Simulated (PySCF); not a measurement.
A homologous series of growing length: n-germane amino/formyl. Isolated molecules, 0 K electronic values unless said otherwise. One relaxed conformer stands for each flexible species; it need not be the lowest. Strings in code marks are SMILES.

Level of theory: PySCF 2.14.0 with PBE0-D4/def2-TZVP // PBE0-D4/def2-SVP. 

```json
[
 {"n": "2", "species": "`[NH2][GeH2][GeH2][CH]=O`", "LUMO (eV)": "-1.56"},
 {"n": "3", "species": "`[NH2][GeH2][GeH2][GeH2][CH]=O`", "LUMO (eV)": "-1.59"},
 {"n": "4", "species": "`[NH2][GeH2][GeH2][GeH2][GeH2][CH]=O`", "LUMO (eV)": "-1.67"},
 {"n": "5", "species": "`[NH2][GeH2][GeH2][GeH2][GeH2][GeH2][CH]=O`", "LUMO (eV)": "-1.69"},
 {"n": "6", "species": "`[GeH2]([NH2])[GeH2][GeH2][GeH2][GeH2][GeH2][CH]=O`", "LUMO (eV)": "-1.72"}
]
```

Q: Fit the LUMO to a + b/n by least squares and give the limit of the infinite chain.

A: a = -1.79 eV and b = 0.49 eV, with a largest residual of 0.03 eV. The limit a is a rough one, since such series level off at large n.
